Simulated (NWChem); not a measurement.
# C₄H₄ClF; SMILES C(C=C=CF)Cl

```xyz
10

F     -0.2146    -3.3835     0.2074
C      0.5809    -2.3167     0.1165
C      0.1692    -1.1421    -0.2889
C     -0.1993     0.0524    -0.6839
C     -0.7360     1.1049     0.2316
Cl     0.2383     2.6065     0.1169
H      1.6147    -2.5237     0.4125
H     -0.1343     0.3201    -1.7475
H     -1.7636     1.3793    -0.0485
H     -0.7252     0.7745     1.2778
```
Atoms are numbered in this order, from 1.

Program: NWChem. Coordinates come from a PBE0/def2-SVP optimisation.

For level PBE/def2-SVP:

- highest occupied level (eV) = -6.21
- dipole (D) = 0.31

What are these values for level PBE/STO-3G?

highest occupied level (eV): -3.53
dipole (D): 2.02
